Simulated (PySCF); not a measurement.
C2H10GeO2Si2, SMILES [SiH2]([SiH2][GeH3])C(=O)OC, GFN2-xTB optimised geometry. Atoms within 1.6 Å of the plane z = 1.2 Å (x, y, z in Å): C1 (2.50, -2.61, 0.25), O2 (1.07, -2.51, 0.23), C3 (0.56, -1.31, 0.00), O4 (1.24, -0.32, -0.19), Si5 (-1.36, -1.31, 0.00), Si6 (-1.81, 0.97, 0.00), H8 (2.72, -3.66, 0.41), H10 (2.91, -2.00, 1.05), H11 (-1.73, -2.14, 1.15), H13 (-2.32, 1.39, 1.32), H16 (1.16, 2.32, 0.48).

Level of theory: PySCF with B3LYP/def2-SVP.

Map of the log10 of the electron density (e/bohr³), floored at −4 on the plane z = 1.2 Å:

```
|0000000000000000000000000000000|
|0000000000000000000000000000000|
|0000000000000000000000000000000|
|0000000000000000000000000000000|
|0000000000000001000000000000000|
|0000000000000112221100000000000|
|0000000000011222333220000000000|
|0000000012222233444431000000000|
|0000001233333344566542100000000|
|0000012455554445666643100000000|
|0000023567765545566542100000000|
|0000024689976554555532000000000|
|0000024689986544444321000000000|
|0000024578876543333320000000000|
|0000013467766543344331000000000|
|0000012355665544445432000000000|
|0000002345666544555543210000000|
|0000001345666655555544432100000|
|0000001346777666665445654310000|
|0000001357888766666567876410000|
|0000001357998755677678996420000|
|0000001357898655677778986420000|
|0000000245776545677677875310000|
|0000000124554334566667764310000|
|0000000012332212444456664200000|
|0000000000111000122345653200000|
|0000000000000000000234442100000|
|0000000000000000000012221000000|
|0000000000000000000000000000000|
|0000000000000000000000000000000|
|0000000000000000000000000000000|
```
Scale: ten equal steps from -4.00 (start of '0') to -0.660 (end of '9'), in the order '0123456789'; x runs from -6.00 to 6.00, y from -6.00 (bottom) to 6.00 (top).
